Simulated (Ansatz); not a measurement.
Basis-set extrapolation for CH3NO2Si, SMILES `OC1=N[SiH]1O` (PBE0-D4/def2-TZVP geometry, frozen core, Ansatz 0.2.0). Multiplicity 1, RHF reference.

```csv
,def2-TZVPP,def2-QZVPP
HF,-532.852052,-532.872788
MP2 correlation,-0.936708,-1.008556
CCSD(T) correlation,-0.990866,not run
```

Energies in hartree. Use E(X) = E(∞) + A·exp(−7.88·√X) for Hartree–Fock and E(X) = E(∞) + B·X^(−2.97) for correlation, with X = 3 and 4, and add CCSD(T) minus MP2 of the smaller set to the MP2 limit.

Task: What is the CCSD(T) energy at the basis-set limit?

Result: HF limit: -532.872788 + (-0.020736) × 0.13774 = -532.87564. MP2 limit: -1.008556 + (-0.071848) × 0.74074 = -1.06178. Higher-order term: -0.990866 − (-0.936708) = -0.05416. Total: -533.99158 hartree, 4.05 eV below CCSD(T)/def2-TZVPP.
